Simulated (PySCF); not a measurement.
Compound: C₆H₆O₂.
Bonds: C1–C2, C2–C3 (double), C3–C4, C4–C5 (double), C5–C6, C6–O7 (double), C6–O8, C2–O8. Hydrogens: H9, H10, H11 on C1; H12 on C3; H13 on C4; H14 on C5.

Vertical excitations from PySCF (density fitting, frozen core in the response, grid level 2 and gas phase unless stated; continuum runs use non-equilibrium linear response for the excitations) on a GFN2-xTB geometry. Reference run:

```
                              settings    S1, eV (f)    S2, eV (f)    S3, eV (f)    S4, eV (f)    S5, eV (f)    S6, eV (f)  T1, eV (Tamm–Dancoff)  mean α (au)
PBE0/def2-SVPD, full TDDFT, 6 singlets  4.47 (0.172)  4.72 (0.000)  6.14 (0.106)  6.24 (0.000)  6.27 (0.001)  6.93 (0.002)                   2.85         77.5
```

Q: What do these settings give: (1) PBE0/pcseg-1, full TDDFT, 6 singlets; (2) wB97X/6-31G-J, grid level 4, full TDDFT, 3 singlets?

A: 
```tsv
settings	S1, eV (f)	S2, eV (f)	S3, eV (f)	S4, eV (f)	S5, eV (f)	S6, eV (f)	T1, eV (Tamm–Dancoff)	mean α (au)
PBE0/pcseg-1, full TDDFT, 6 singlets	4.51 (0.178)	4.74 (0.000)	6.29 (0.085)	6.32 (0.001)	6.85 (0.000)	6.99 (0.003)	2.88	67.8
wB97X/6-31G-J, grid level 4, full TDDFT, 3 singlets	4.77 (0.197)	5.16 (0.000)	6.80 (0.002)	–	–	–	–	62.4
```

(1) S1 moves by +0.04 eV. (2) S1 moves by +0.30 eV; functional and basis change together, so the shift can't be laid on one. States are counted by energy in each run and needn't keep their character from row to row.

Q: Give the leading configurations of S1 (H = HOMO, L = LUMO) and the HOMO–LUMO gap of each run.

A: 
```tsv
settings	S1 configurations (weight)	S1 (eV)	orbital gap (eV)	S1 − gap (eV)
PBE0/def2-SVPD, full TDDFT, 6 singlets	H→L 0.97	4.47	5.14	-0.67
PBE0/pcseg-1, full TDDFT, 6 singlets	H→L 0.97	4.51	5.16	-0.65
wB97X/6-31G-J, grid level 4, full TDDFT, 3 singlets	H→L 0.97	4.77	9.44	-4.67
```

